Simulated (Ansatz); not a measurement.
C3H7FSi can be A, `C[C@@H]1C[Si@@H]1F`, or B, `C=C(F)C[SiH3]`.

Computed with Ansatz on PBE0-D4/def2-TZVP structures; ΔE is electronic, products minus reactants. CCSD(T)/CBS adds triple-zeta CCSD(T) − MP2 to the extrapolated MP2 energy (def2 sets, frozen cores). DFT in def2-TZVPP. B3LYP here is the variant with VWN-RPA as its local correlation; programs differ in this. One conformer a species, not always the lowest.

**Question.** Which isomer does CCSD(T)/CBS put lower? Give the gap. (Estimate.)

**Answer.** Ansatz gave: A, by 34.6 kcal/mol.

**Question.** Give E(B) − E(A) in kcal/mol with PBE0-D4, B3LYP-D4, ωB97M-V, B2PLYP, MP2/def2-TZVPP, B3LYP, PBE-D4. (An estimate is asked.)

**Answer.** Computed: PBE0-D4 34.2, B3LYP-D4 30.4, ωB97M-V 33.6, B2PLYP 32.6, MP2/def2-TZVPP 37.3, B3LYP 30.3, PBE-D4 32.3. None reverses the order clearly.

Largest T1 diagnostic: 0.012.

In def2-TZVPP, CCSD(T) changes the Hartree–Fock value by +5.0 kcal/mol (the triples alone add −0.2 kcal/mol) and MP2 by +9.3 kcal/mol. From PBE to PBE0 (25 % exact exchange), in def2-TZVPP and without D4, E(B) − E(A) moves by +2.0 kcal/mol.
